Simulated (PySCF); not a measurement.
# Radial density of Ca²⁺ (calcium, charge +2)

UHF, [Ar], closed-shell 1S. All numbers are calculated (PySCF 2.14, scalar relativity by spin-free X2C-1e, in cc-pVDZ-X2C (5s4p2d, 27 functions)).

```tsv
r (bohr)	4πr²ρ (e/bohr)
0.00161	0.2013
0.00271	0.5214
0.00455	1.316
0.00766	3.172
0.0129	7.056
0.0217	13.73
0.0364	21.29
0.0613	23.12
0.103	17.74
0.173	20.19
0.292	23.80
0.491	9.541
0.825	6.927
1.39	5.554
2.33	0.6784
3.93	0.005044
```

Densities and radii are taken from the X2C orbitals without a picture-change correction, which distorts them close to the nucleus.
